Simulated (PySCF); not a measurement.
**Working out the ionisation energy of Co+**

Co+ [Ar] 3d8 (3F) → Co(2+) [Ar] 3d7 (4F). Computed with PySCF 2.14 in aug-cc-pVDZ-DK, with the spin-free X2C one-electron Hamiltonian (Gaussian nucleus). Frozen: [Ar]. Energies in hartree (1 hartree = 27.21139 eV):

| part | Co+ (lower) | Co(2+) (upper) |
| --- | --- | --- |
| UHF | -1391.575160 | -1391.051544 |
| CCSD correlation | -0.228138 | -0.151523 |
| (T) | -0.005972 | -0.002009 |

**Question.** What does Hartree-Fock give?

**Answer.** (-1391.051544) − (-1391.575160) = 0.523616 hartree = 14.248 eV.

**Question.** What do CCSD and CCSD(T) give?

**Answer.** The CCSD correlation energies differ by 0.076615 hartree = 2.085 eV and the triples by 0.003963 hartree = 0.108 eV, so CCSD gives 16.333 eV and CCSD(T) 16.441 eV.

Reference: 17.084 eV (measured; NIST Atomic Spectra Database, ionization energies), between the lowest levels; spin-orbit coupling is absent from the calculation.

A double-zeta basis recovers only part of the correlation energy.

What remains against the reference includes basis incompleteness, the frozen core and higher excitations.
